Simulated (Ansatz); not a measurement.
A run for Ansatz (an electronic-structure program): U-r2SCAN/def2-TZVPP on GeH4Te (SMILES [GeH3][TeH]), a point of a bond scan (R = 1.497 Å). Elements past Kr take the def2 small-core potentials; no spin–orbit coupling.

Ansatz 0.2 input:
```yaml
crystal:
  periodic: [false, false, false]
  atoms:
    - {symbol: Te, position_ang: [-0.09896076, 0.80692664, 0.65430353]}
    - {symbol: H, position_ang: [0.22612898, 1.76502242, -0.44846859]}
    - {symbol: Ge, position_ang: [0.13620165, -1.21741469, -0.93151219]}
    - {symbol: H, position_ang: [1.56045513, -1.29524723, -1.50328127]}
    - {symbol: H, position_ang: [-0.15262004, -2.45072946, -0.06258670]}
    - {symbol: H, position_ang: [-0.88257830, -1.12841585, -2.07852674]}
basis:
  gaussian:
    orbitals: def2-TZVPP
hamiltonian:
  xc: {name: r2SCAN}
magnetization: {spin_polarized: true, initial_magnetization: 0}
```

The log:

```
WARN ansatz: RAYON_NUM_THREADS=1 ignored (pool sized by the plan → 1); use --threads N
Functional definition: r2SCAN
integrals: 0.07 GiB planned
980 factors; their error is unknown
mean field: 0.65 GiB planned
mean field evaluation 1: about -63878.8625 eV, gradient 1.4e1 eV
mean field evaluation 2: about -63879.0564 eV, gradient 1.5e1 eV
mean field evaluation 4: about -63879.4958 eV, gradient 6.7e-1 eV
mean field evaluation 8: about -63879.3622 eV, gradient 3.7e-1 eV
mean field evaluation 16: about -63879.3623 eV, gradient 1.8e-5 eV
mean field -63879.36226711 eV, -2347.5232643295 hartree, gradient 1.8e-5 eV, S^2 0.000000; 0 other end points of the search recorded, 0 dependent functions left out
reference -63879.36228120 eV, -2347.5232648472 hartree; 30, 30 occupied and 124, 124 virtual orbitals, 980 factors
Total energy: -63879.36228120 eV, -2347.5232648472 hartree
```

The run converged.

Cost: around 13 core-seconds (rough).
